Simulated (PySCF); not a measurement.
**A series of related molecules**

Computed with PySCF 2.14.0, TDA CAM-B3LYP/def2-TZVP excited states, vertical, gas phase. Geometry: PBE0-D3(BJ)/def2-SVP.

Each molecule in one low-energy conformer. The parent is C=C/C=C/C=C/Cl.

(1) How does the vertical S1–T1 gap change along this series?
- C=C/C=C/C=C/Cl (base)
- C/C=C/C=C/C=C/Cl (H replaced by CH3)
- F/C=C/C=C/C=C/Cl (H replaced by F)

## Answers

(1) 
```
        molecule  S1 (eV)    S1 from  f(S1)  T1 (eV)    T1 from  S1 − T1 (eV)  S0–T1 spin-orbit coupling (cm⁻¹)  S1–T1 spin-orbit coupling (cm⁻¹)
  C=C/C=C/C=C/Cl     5.06  HOMO→LUMO  1.786     2.42  HOMO→LUMO          2.63                              0.02                              0.01
C/C=C/C=C/C=C/Cl     4.97  HOMO→LUMO  1.947     2.41  HOMO→LUMO          2.56                              0.02                              0.01
F/C=C/C=C/C=C/Cl     5.09  HOMO→LUMO  1.803     2.42  HOMO→LUMO          2.67                              0.06                              0.01
```
The vertical S1–T1 gap is lowest for C/C=C/C=C/C=C/Cl and highest for F/C=C/C=C/C=C/Cl.
